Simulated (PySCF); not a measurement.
First SCF of a structure search on singlet Li₂F₂, at a hand-made trans-bent X-M-M-X geometry. PySCF input:

```python
from pyscf import gto, scf, dft
mol = gto.M(atom='''
Li     0.000000     0.000000     1.330000
Li     0.000000     0.000000    -1.330000
F      1.576000     0.000000     2.512000
F     -1.576000     0.000000    -2.512000''',
    basis={'Li': 'def2-TZVP', 'F': 'def2-TZVP'},
    charge=0, spin=0)
mf = dft.RKS(mol, xc='PBE0')
mf.grids.atom_grid = (50, 194)
aux = {'Li': 'def2-universal-JKFIT', 'F': 'def2-universal-JKFIT'}
mf = mf.density_fit(auxbasis=aux)
mf.conv_tol = 1e-08
mf.diis_space = 10
mf.max_cycle = 60
mf.init_guess = 'minao'
mf.verbose = 4
mf.kernel()
```

Excerpt of the output (cycles and frontier levels):

```
init E= -214.215643976161
  HOMO = -0.506543605550148  LUMO = -0.150590886141131  gap/eV = 9.68597
cycle= 1 E= -214.385938291952  delta_E= -0.17  |g|= 1.11  |ddm|= 1.03
  HOMO = -0.065240635017783  LUMO = -0.0599829394974659  gap/eV = 0.14307
cycle= 2 E= -209.614253283517  delta_E= 4.77  |g|=  4.6  |ddm|= 2.81
  HOMO = -0.297101699109716  LUMO = -0.109515543669403  gap/eV = 5.10448
cycle= 3 E= -214.615313152366  delta_E=   -5  |g|= 0.115  |ddm|=  2.5
  HOMO = -0.273213315869009  LUMO = -0.138031336853345  gap/eV = 3.67849
cycle= 4 E= -214.61927385102  delta_E= -0.00396  |g|= 0.0786  |ddm|= 0.205
  HOMO = -0.28416172827923  LUMO = -0.137500576664515  gap/eV = 3.99085
cycle= 5 E= -214.620214622368  delta_E= -0.000941  |g|= 0.0158  |ddm|= 0.0321
  HOMO = -0.286259027391702  LUMO = -0.137539302155169  gap/eV = 4.04687
cycle= 6 E= -214.620253702857  delta_E= -3.91e-05  |g|= 0.00311  |ddm|= 0.00685
  HOMO = -0.286642566108845  LUMO = -0.137465404902557  gap/eV = 4.05932
cycle= 7 E= -214.620255378971  delta_E= -1.68e-06  |g|= 0.000263  |ddm|= 0.00176
  HOMO = -0.286673161372119  LUMO = -0.137455914260769  gap/eV = 4.06041
cycle= 8 E= -214.620255393292  delta_E= -1.43e-08  |g|= 3.31e-05  |ddm|= 0.000222
  HOMO = -0.286667674670654  LUMO = -0.137454864662743  gap/eV = 4.06029
cycle= 9 E= -214.620255393485  delta_E= -1.92e-10  |g|= 5.36e-06  |ddm|= 1.97e-05
  HOMO = -0.286665710027241  LUMO = -0.137454636837475  gap/eV = 4.06024
Extra cycle  E= -214.620255393473  delta_E= 1.14e-11  |g|= 1.04e-05  |ddm|= 8.27e-06
converged SCF energy = -214.620255393473
```

No lower solution of this spin was found by a stability analysis within the restricted form, which does not test spin polarisation.

The search for the lowest solution, with the stability check, took of the order of 6 core-seconds on a shared host.
